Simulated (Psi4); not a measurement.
C3H9SeSi (SMILES C[Si](C)(C)[Se]), doublet, at a GFN2-xTB geometry, with bond 9-3 at 1.3 times its length. Base run: PBE0/def2-SV(P) (Psi4).

Psi4 was given this input:
```
memory 2 GB

molecule mol {
0 2
C    -0.764469    1.382277   -1.665477
Si   -0.196359   -0.201869   -0.770042
C     1.356209   -0.934368   -1.598928
C    -1.602541   -1.487076   -0.699560
Se    0.355920    0.365908    1.395779
H    -1.037588    1.170542   -2.694107
H    -1.627215    1.819494   -1.172206
H     0.024549    2.128051   -1.674291
H     1.804452   -2.080863   -0.908413
H     1.150625   -1.219879   -2.625438
H     2.168877   -0.214430   -1.607000
H    -1.902349   -1.790188   -1.697429
H    -2.474633   -1.081859   -0.195516
H    -1.290735   -2.375159   -0.158365
}

set {
  basis def2-sv(p)
  reference uks
}

energy('pbe0')
print_variables()
```

Each row names what was changed in the base input (with any setting that the change needs).

```tsv
change	ΔE vs base (µEh)	SCF cycles	grid points	basis functions
base	0.0	43	298124	110
dft_spherical_points = 590	0.6	44	581497	110
level_shift = 0.3	0.0	37	298124	110
df_basis_scf = def2-universal-jkfit	0.0	43	298124	110
dft_spherical_points = 434	-0.7	44	427957	110
guess = core	0.0	52	298124	110
basis_guess = true	0.0	8	298123	110
```

Open shells are given as the SCF converged; they aren't shown to be the lowest states, and a large step between rows can be another state.
